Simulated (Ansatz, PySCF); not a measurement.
NbCl4, SMILES [Cl][Nb]([Cl])([Cl])[Cl] (connectivity only; charge and spin as stated), neutral, multiplicity 2. Atoms are numbered in the order given.

```xyz
5

Nb     0.0000     0.0000     0.0000
Cl     1.3969    -1.3969     1.1624
Cl    -1.3969     1.3969     1.1624
Cl     1.3969     1.3969    -1.1624
Cl    -1.3969    -1.3969    -1.1624
```
Charge 0, spin multiplicity 2.

Geometry optimised at B3LYP-D3(BJ)/def2-SVP. The multiplicity is an assumed one; other spin states were not compared. The def2 effective core potentials stand for the cores of Nb; spin–orbit coupling is left out.

Two levels are set side by side: PBE-D3(BJ)/def2-SVP (Ansatz, a quantum-chemistry and plane-wave program) and B3LYP-D3(BJ)/def2-SVP (Ansatz). Each level has its own optimised geometry; the coordinates shown are those of the second. Frequencies come from the Hessian of PySCF at each geometry. Differences are taken from unrounded values.

```csv
quantity,B3LYP-D3(BJ),PBE-D3(BJ),PBE-D3(BJ) minus B3LYP-D3(BJ)
mean bond length (Å),2.292,2.290,-0.002
bond Nb1–Cl2 (Å),2.292,2.290,-0.002
bond Nb1–Cl3 (Å),2.292,2.290,-0.002
bond Nb1–Cl4 (Å),2.292,2.290,-0.002
bond Nb1–Cl5 (Å),2.292,2.290,-0.002
highest harmonic wavenumber (cm⁻¹),433,426,-7
mean harmonic wavenumber (cm⁻¹),237,233,-3
zero-point energy (kcal/mol),3.05,3.00,-0.04
```

Here PBE gives about what the other level gives.
